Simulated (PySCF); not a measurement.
A GIAO shielding run with PySCF (density fitting, non-relativistic, gas phase) on `C(=C/C#C)/B(O)O`, C4H5BO2:

```
$ OMP_NUM_THREADS=1 python probes_run.py task.json out

{"job": {"kind": "nmr", "xc": "PBE0", "basis": "def2-SVP", "pop": true}, "charge": 0, "multiplicity": 1}
C      2.295231    -0.597818     1.267561
C      1.587375     0.241406     0.743781
C      0.773263     1.239110     0.131958
C     -0.475895     1.030289    -0.333867
B     -1.262244    -0.332090    -0.292967
O     -2.523036    -0.327582    -0.800704
O     -0.757536    -1.487370     0.212714
H      2.929994    -1.330254     1.732266
H      1.237880     2.230330     0.058083
H     -0.980839     1.894616    -0.778574
H     -2.927202    -1.200281    -0.736827
H      0.142815    -1.388784     0.552116
```

Hardware: 1 thread of an Arm Neoverse V1, shared host. The job also computes population analyses, field gradients.

Task: How large is the calculation?

Result: 50 electrons, 123 basis functions and 659 auxiliary functions.

Task: How long does it take, and how much memory does it need?

Result: 9.4 s of wall time, with 14 SCF cycles and 5 response iterations; peak memory 0.63 GiB. Times on a shared host scatter by some tens of per cent.

Task: And these other runs on the same molecule and hardware: GIAO shielding at PBE0/6-311+G(2d,p); GIAO shielding at PBE0/6-31G*; GIAO shielding at PBE0/IGLO-III; GIAO shielding at PBE0/aug-cc-pVDZ; GIAO shielding at PBE0/cc-pVDZ; GIAO shielding at PBE0/cc-pVTZ?

Result: PBE0/6-311+G(2d,p): 219 functions, 22 s; PBE0/6-31G*: 108 functions, 8.7 s; PBE0/IGLO-III: 295 functions, 36 s; PBE0/aug-cc-pVDZ: 206 functions, 22 s; PBE0/cc-pVDZ: 123 functions, 10 s; PBE0/cc-pVTZ: 280 functions, 34 s.
